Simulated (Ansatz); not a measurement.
Relaxation of Cl2F2H2Zr (7 atoms, charge 0, multiplicity 1), to a largest force component of 0.03 eV/Å in at most 50 steps.

Level of theory: RKS PBE0-D4/def2-SVP in Ansatz 0.2.0.

```xyz
7
Properties=species:S:1:pos:R:3
Zr -0.127 -0.109 0.015
Cl -0.208 -0.208 2.483
F 1.636 -0.089 -0.636
Cl -1.353 1.653 -0.893
F -0.891 -1.691 -0.646
H 1.203 2.391 1.142
H 0.963 1.924 1.635
```

Where does it end, and by what steps?

The forces met the threshold. The force dipped under the threshold on the way, but the program's further checks kept it going. After 8 steps the energy has fallen by 0.173 eV; H6 moved furthest, 0.31 Å.

```
step  energy less start (eV)  largest force component (eV/Å)  accepted
   0                  0.0000                           1.509       yes
   1                 -0.1108                           1.262       yes
   2                 -0.1619                           0.115       yes
   3                 -0.1671                           0.114       yes
   4                 -0.1692                           0.140       yes
   5                 -0.1711                           0.015       yes
   6                 -0.1716                           0.045       yes
   7                 -0.1724                           0.012       yes
   8                 -0.1725                           0.010       yes
```

```xyz
7
Properties=species:S:1:pos:R:3
Zr -0.103 -0.054 0.115
Cl -0.339 -0.348 2.431
F 1.692 -0.019 -0.469
Cl -1.380 1.707 -0.753
F -0.816 -1.613 -0.656
H 1.147 2.255 0.873
H 1.022 1.943 1.559
```

Whether the end is a true minimum wasn't checked by a vibrational analysis.

Time of the run: 32 s on 2 threads of Arm Neoverse V2, with other jobs on the host, peak memory 0.24 GiB.
